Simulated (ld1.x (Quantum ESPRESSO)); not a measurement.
## An all-electron radial function and its pseudo partner (palladium)

Columns: radius, all-electron u(r) and pseudo u(r) of the 4p shell (level -76.18 eV) of palladium in the configuration [Ar] 3d10 4s2 4p6 4d8 5s0 5p0; PW91, scalar-relativistic, RRKJ scheme, ld1.x (Quantum ESPRESSO) 7.5.

```csv
r (bohr),all-electron,pseudo
0.098,0.3161,0.0242
0.195,-0.3697,0.0955
0.292,-0.6017,0.2126
0.390,-0.3172,0.3711
0.488,0.1496,0.5565
0.585,0.5737,0.7455
0.682,0.8780,0.9146
0.780,1.0548,1.0407
0.878,1.1220,1.1053
0.975,1.1104,1.1052
1.072,1.0492,1.0513
1.170,0.9591,0.9615
1.268,0.8565,0.8569
1.365,0.7528,0.7528
1.463,0.6521,0.6521
1.560,0.5601,0.5601
1.658,0.4765,0.4765
1.755,0.4034,0.4034
1.852,0.3397,0.3397
1.950,0.2843,0.2843
2.047,0.2374,0.2374
2.145,0.1972,0.1972
2.242,0.1637,0.1637
2.340,0.1352,0.1352
2.438,0.1115,0.1115
2.535,0.0919,0.0919
```

(1) How many radial nodes do the two functions have?

(2) At about which radius was the pseudo-wave matched?

(3) Is the pseudo-wave norm-conserving?

Results:

(1) The all-electron 4p function has n − l − 1 = 2; the pseudo-wave has 0, since the states of the same l below it are removed with the core.

(2) 1.35 bohr, where the columns begin to agree (steps of 0.10 bohr).

(3) Yes: the RRKJ scheme keeps the norm inside the radius equal to the all-electron one, which fixes the energy derivative of the logarithmic derivative at the level.
